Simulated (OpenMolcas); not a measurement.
**Ni⁷⁺: effect of the basis set**

```json
{"Program": "OpenMolcas", "Method": "CASSCF", "Active space": "3 electrons in 10 orbitals (3d 4d)", "State averaging": "2S+1 = 4 even, 10 roots; 2S+1 = 2 even, 40 roots", "Spin-orbit coupling": "state interaction with AMFI integrals over the reference wave functions, term energies averaged over their components"}
```

A. ANO-RCC-VTZP [6s5p3d2f1g], DKH2, point nucleus; cost about 17 core-seconds
B. ANO-R2 [6s5p4d2f1g], X2C, finite nucleus; cost about 18 core-seconds
C. ANO-RCC-VQZP [7s6p4d3f2g1h], DKH2, point nucleus; cost about 40 core-seconds

Energies in cm⁻¹ above 3d³ ⁴F_3/2, the measured ground level; measured values from Corliss and Sugar, J. Phys. Chem. Ref. Data 10, 197 (1981).

```tsv
Level	A	B	C	Measured
3d³ ⁴F_3/2	0.0	0.0	0.0	0.0
3d³ ⁴F_5/2	982	956	945	1012
3d³ ⁴F_7/2	2286	2228	2202	2184
3d³ ⁴F_9/2	3856	3761	3719	3721
3d³ ⁴P_1/2	27921	28043	27996	23261
3d³ ⁴P_3/2	28187	28310	28262	23710
3d³ ²G_7/2	28871	29037	28999	
3d³ ⁴P_5/2	29517	29595	29530	24669
3d³ ²G_9/2	30070	30215	30168	
3d³ ²P_3/2 [63 %]	37898	38114	38067	
3d³ ²P_1/2	38079	38262	38206	
3d³ ²H_9/2	38264	38450	38389	
3d³ ²H_11/2	39091	39267	39200	
3d³ ²D_3/2(1) [66 %]	42374	42544	42464	
3d³ ²D_5/2(1)	42464	42665	42595	
3d³ ²F_7/2	64892	65215	65113	
3d³ ²F_5/2	65420	65735	65628	
3d³ ²D_5/2(2)	100374	101067	100920	
3d³ ²D_3/2(2)	100957	101645	101492
```

Deviations, from unrounded energies. A percentage is the sum of absolute deviations over the sum of measured energies, with the sign that they share, or ± where signs differ.

```tsv
Against measurement	Levels	A	B	C
mean absolute deviation (cm-1)	6	2400	2400	2400
fine structure of the ground term (%)	3	±3.9	±2.0	±1.3
other terms of the ground configuration (%)	3	+19.5	+20.0	+19.7
```

A, B, C lie about equally close to measurement. The largest miss of C in the table is 3d³ ⁴P_5/2, by +4900 cm-1. The ranking rests on the paired levels alone, and a cruder setting can come out closer through cancelling errors.

Among A to C the level of the table that moves most is 3d³ ²D_5/2(2), by 690 cm-1 (lowest in A, highest in B).

Without dynamic correlation excited terms often stand tens of per cent too high (terms of higher spin than the ground term too low), and those without a measured partner can miss by more than the paired ones. Active for correlation alone: 4d; no level in the range computed is led by a configuration that fills it, so any true level of that kind is missing. Measured partners are found by configuration, term and J. A level has none where our copy of the source lacks it or the pairing is in doubt (some pairs that miss far off the trend of their configuration count as doubtful), and it then counts in no deviation. Only configurations of the active space appear.

A share in square brackets marks a mixed level and gives the weight of the term that names it, the lowest over the columns. A number in round brackets counts repeated terms of one configuration in the order of the reference energies.
